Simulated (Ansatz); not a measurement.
Energy profile

The step: AlSiH₃OF ([F][Al][O][SiH3]) + H₂O + HF → AlHOF ([OH][Al][F]) + SiH₄O ([OH][SiH3]) + HF; bonds formed: O2–H7, H5–F8; bonds broken: H5–O6, H7–F8 (atoms numbered as in the saddle structure below).

Al1  (-1.036, 1.080, 0.595)
O2  (-0.072, -0.467, 0.234)
Si3  (-0.533, -1.851, -0.598)
F4  (-1.943, 1.318, -0.780)
H5  (1.404, 1.427, 0.519)
O6  (0.491, 2.113, 0.574)
H7  (1.005, -0.207, 0.305)
F8  (2.074, 0.434, 0.413)
H9  (-0.248, -1.689, -2.041)
H10  (0.244, -2.983, -0.043)
H11  (-1.982, -2.026, -0.354)
H12  (0.597, 2.853, 1.175)
(Å)

Electronic energies by CCSD(T) at an estimated basis limit (MP2 extrapolated from triple and quadruple zeta, plus CCSD(T) − MP2 in triple zeta), on PBE0-D4/def2-TZVP structures; AlSiH$_{6}$O$_{2}$F$_{2}$, doublet; no counterpoise correction; spin–orbit coupling, which lowers free halogen atoms and radicals such as OH and SH, is left out. Program: Ansatz 0.2.0. Basis: def2-TZVPP and def2-QZVPP. Cores are frozen in the correlated methods; orbitals are unrestricted. Extrapolation: Hartree–Fock as exp(−7.88 √X), correlation as X^−2.97.

Question: Give the profile in kcal/mol, counted from the separated reactants. (To be estimated.)

Answer: Computed:
| point | kcal/mol |
| --- | --- |
| separated: AlSiH$_{3}$OF (linked as [F][Al][O][SiH3]; Al1, O2, Si3, F4, H9, H10, H11; doublet) + H$_{2}$O (H5, O6, H12; singlet) + HF (H7, F8; singlet) | 0.00 |
| start structure | -33.86 |
| saddle | -29.03 |
| end structure | -32.33 |
| separated: AlHOF (linked as [OH][Al][F]; Al1, F4, O6, H12; doublet) + SiH$_{4}$O (linked as [OH][SiH3]; O2, Si3, H7, H9, H10, H11; singlet) + HF (H5, F8; singlet) | 6.28 |
The saddle lies below the separated reactants: the barrier is submerged.

T1 diagnostic: at most 0.017. ⟨S²⟩ of the unrestricted Hartree–Fock references: 0.75 (a pure state has 0.75).

For scale, one of the runs: CCSD(T)/def2-TZVPP, 292 basis functions, launched by `ansatz run in.yaml --threads 5 --pin off --events-out ev --progress --plain --max-ram 66560MiB --backend cuda --devices 0, --max-vram 37GiB`. The run took 23 s on 5 CPU threads of an AMD EPYC 7R13 and a share of one NVIDIA H100 (shared host), with 0.86 GiB of host memory at its peak.
